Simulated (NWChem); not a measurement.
# MoHO₂F₃; SMILES [O]=[Mo]([OH])([F])([F])[F]

```xyz
7

Mo     0.0240    -0.1084     0.0000
O     -0.3263    -1.7638     0.0000
F      0.0920     1.8356     0.0000
F      0.9546    -0.0643     1.5844
F      0.9546    -0.0643    -1.5844
O     -1.8127     0.2576     0.0000
H     -1.9076     1.2398     0.0000
```
Atoms are numbered in this order, from 1.

Results from NWChem. Medium grid unless said otherwise, to which SCAN and Minnesota functionals are sensitive. The geometry was optimised at PBE-D3(BJ)/def2-SVP. Not confirmed as a minimum by frequencies. def2 effective core potentials on Mo; no spin-orbit coupling. Hybrids' shares of exact exchange are those that their runs print; pure functionals count as 0. The functionals differ in more than this share.

| row | share of exact exchange | highest occupied level (eV) |
|---|---|---|
| PBE/def2-SVP | 0.00 | -8.87 |
| LDA (Slater exchange, PW92)/def2-SVP | 0.00 | -9.09 |
| B3LYP/def2-SVP | 0.20 | -10.51 |
| PBE0/def2-SVP | 0.25 | -10.86 |
| M06/def2-SVP | 0.27 | -11.06 |
| M06-2X/def2-SVP | 0.54 | -12.68 |
| Hartree-Fock/def2-SVP | 1.00 | withheld |

### Question
Fit a straight line of the last column on the one before it, predict the withheld value, and compare with the run.

### Answer

1. Means of the 6 shown rows: x = 0.210, y = -10.512. Slope Σ(x − x̄)(y − ȳ)/Σ(x − x̄)² = -1.406/0.2024 = -6.945; intercept -9.053.
2. The shown rows scatter about the line by 0.113 (root mean square); the largest residual is +0.18, at PBE/def2-SVP.
3. At x = 1.00 (Hartree-Fock/def2-SVP; beyond the shown range) the line gives -16.00.
4. The run gives -15.62, +0.38 from the line, 3.4 times the scatter.
